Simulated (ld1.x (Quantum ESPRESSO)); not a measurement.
**Transferability test, RRKJ potential for B (Z = 5)**

boron, norm-conserving RRKJ (Kleinman–Bylander form), made with ld1.x (Quantum ESPRESSO) 7.5 (PBE, non-relativistic). Core [He], reference 2s2 2p0.5 (charge +0.5). Waves: 2p (bound): rc 3.75 bohr; 3d channel at 0.05 Ry: rc 3.85 bohr; 2s (bound): rc 1.10 bohr. Local part: the s channel. Core correction: a·sin(br)/r model core inside 0.55 bohr. rho0 = 0.001.

Energies are relative to the spin-unpolarised reference configuration 2s2 2p0.5; without spin polarisation the order of configurations can differ from experiment.

```tsv
valence configuration	charge	ΔE all-electron (eV)	error AE − PS (meV)
2s2 2p1	0	-2.888	+42
2s2 2p0	+1	5.333	+95
2s1 2p0	+2	30.749	+378
2s2 2p1.3	-0.3	-3.627	+75
2s1 2p2	0	2.956	+88
2s0 2p3	0	8.819	+42
2s1 2p1	+1	11.467	-150
```

Levels in the configuration 2s1 2p1:

```
level  all-electron (eV)  pseudo (eV)
   2s            -19.585      -19.958
   2p            -13.458      -13.547
```
